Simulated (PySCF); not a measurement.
S4, SMILES S1SSS1. The structure is a stationary point at B3LYP-D3(BJ)/def2-SVP.

PySCF with TDA-PBE/def2-SVPD puts the lowest singlet excitations at 1.31, 1.31, 2.30, 2.45, 2.50, 2.53 eV.

**Question.** What are the lowest excitation roots from ADC(2)/aug-cc-pVDZ run with PySCF 2.14.0? (Estimate from the structure and the level; the computed values follow.)

**Answer.** 1.75, 1.75, 2.90, 3.02, 3.15, 3.22 eV. S1 differs by 0.45 eV (second minus first; roots are paired by order, and the bases may differ).
